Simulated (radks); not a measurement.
Task: The iodine ion I3+ is in [Kr] 4d10 5s2 5p(1/2: 2, 3/2: 0). Method: Dirac Kohn-Sham, relativistic LDA (MacDonald-Vosko exchange, VWN5 correlation), spin-unpolarised, spherical densities, finite nucleus; Fermi nuclear charge, rms radius of each element as measured or else 0.836 A^(1/3) + 0.57 fm; computed with a radial shooting solver on a logarithmic mesh with Libxc functionals. Sub-shells are occupied by j as written (lower j first in brackets). One electron is removed from 5s1/2, 4d5/2, 5p1/2, 4d3/2 in turn, with full relaxation. Which removal costs least, and what does each cost?

Result: 5p1/2 40.695 eV; 5s1/2 52.395 eV; 4d5/2 91.314 eV; 4d3/2 93.130 eV. The 5p1/2 electron leaves first.
